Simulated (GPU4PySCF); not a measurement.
C16H10, SMILES c1cc2ccc3cccc4ccc(c1)c2c34. Coordinates come from a ωB97X-D3(BJ)/def2-TZVP optimisation.

Computed equilibrium geometry at ωB97X-D3(BJ)/def2-TZVP (GPU4PySCF confirms it by a frequency run) as a Z-matrix, and its point group:
point group D2h.
```
C
C 1 1.4155
C 2 1.3955 1 119.18
H 3 1.0854 2 119.20 1 -180.00
C 3 1.3879 4 120.18 2 -180.00
H 5 1.0846 3 119.77 4 0.00
C 5 1.3879 6 119.77 3 180.00
H 7 1.0854 5 120.18 6 0.00
C 7 1.3955 8 119.20 5 180.00
C 1 1.4295 2 120.03 3 180.00
C 10 1.4155 1 120.03 2 180.00
C 11 1.3955 10 119.18 1 180.00
H 12 1.0854 11 119.20 10 180.00
C 12 1.3879 13 120.18 11 180.00
H 14 1.0846 12 119.77 13 0.00
C 14 1.3879 15 119.77 12 180.00
H 16 1.0854 14 120.18 15 0.00
C 16 1.3955 17 119.20 14 180.00
C 18 1.4431 16 122.13 17 0.00
C 19 1.3478 18 121.28 16 180.00
H 20 1.0854 19 120.55 18 180.00
H 19 1.0854 20 120.55 21 0.00
C 9 1.4431 7 122.13 8 0.00
C 23 1.3478 9 121.28 7 180.00
H 24 1.0854 23 120.55 9 180.00
H 23 1.0854 24 120.55 25 0.00
```
Charge 0, spin multiplicity 1.
